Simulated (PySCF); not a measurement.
Parent: `[CH:1]#[C:2][C:3]#[C:4][C:5]([F:6])([F:7])[F:8]`, C5HF3.

Method: PBE0-D3(BJ)/def2-SVP geometry optimisation, gas phase in PySCF 2.14.0. One conformer each, not checked by frequencies here.

```
coordinate of the parent    value
                   C1≡C2  1.215 Å
                   C2–C3  1.370 Å
                   C3≡C4  1.215 Å
                   C4–C5  1.468 Å
                   C5–F6  1.331 Å
                   C5–F7  1.331 Å
                   C5–F8  1.332 Å
                C1–C2–C3   179.9°
                C2–C3–C4   179.8°
                C3–C4–C5   179.7°
                C4–C5–F6   110.9°
                C4–C5–F7   111.0°
                C4–C5–F8   111.0°
                F6–C5–F7   107.9°
                F6–C5–F8   107.9°
                F7–C5–F8   107.9°
```

Problem. How does the shared frame change in `[CH3:1][N:2]([CH3:3])[C:4]#[C:5][C:6]#[C:7][C:8]([F:9])([F:10])[F:11]`, C7H6F3N? Atoms pair as C1 = C4, C2 = C5, C3 = C6, C4 = C7, C5 = C8, F6 = F9, F7 = F11, F8 = F10 (parent first).

Solution. 
```json
{"parent": "C1≡C2", "relative": "C4≡C5", "value in the relative": "1.227 Å", "change": "+0.012"}
{"parent": "C2–C3", "relative": "C5–C6", "value in the relative": "1.360 Å", "change": "-0.010"}
{"parent": "C3≡C4", "relative": "C6≡C7", "value in the relative": "1.220 Å", "change": "+0.005"}
{"parent": "C4–C5", "relative": "C7–C8", "value in the relative": "1.459 Å", "change": "-0.009"}
{"parent": "C5–F6", "relative": "C8–F9", "value in the relative": "1.337 Å", "change": "+0.006"}
{"parent": "C5–F7", "relative": "C8–F11", "value in the relative": "1.336 Å", "change": "+0.005"}
{"parent": "C5–F8", "relative": "C8–F10", "value in the relative": "1.337 Å", "change": "+0.005"}
{"parent": "C1–C2–C3", "relative": "C4–C5–C6", "value in the relative": "179.6°", "change": "-0.3"}
{"parent": "C2–C3–C4", "relative": "C5–C6–C7", "value in the relative": "179.8°", "change": "0.0"}
{"parent": "C3–C4–C5", "relative": "C6–C7–C8", "value in the relative": "179.4°", "change": "-0.3"}
{"parent": "C4–C5–F6", "relative": "C7–C8–F9", "value in the relative": "111.9°", "change": "+1.0"}
{"parent": "C4–C5–F7", "relative": "C7–C8–F11", "value in the relative": "111.0°", "change": "0.0"}
{"parent": "C4–C5–F8", "relative": "C7–C8–F10", "value in the relative": "111.7°", "change": "+0.7"}
{"parent": "F6–C5–F7", "relative": "F9–C8–F11", "value in the relative": "107.3°", "change": "-0.6"}
{"parent": "F6–C5–F8", "relative": "F9–C8–F10", "value in the relative": "107.1°", "change": "-0.8"}
{"parent": "F7–C5–F8", "relative": "F11–C8–F10", "value in the relative": "107.6°", "change": "-0.3"}
```

Of the parent's bonds, C1–C2 changes most (+0.012 Å). Bonds of the relative outside the shared frame: C1–N2 1.448, N2–C3 1.448, N2–C4 1.317 Å. Point group C3v → C1.
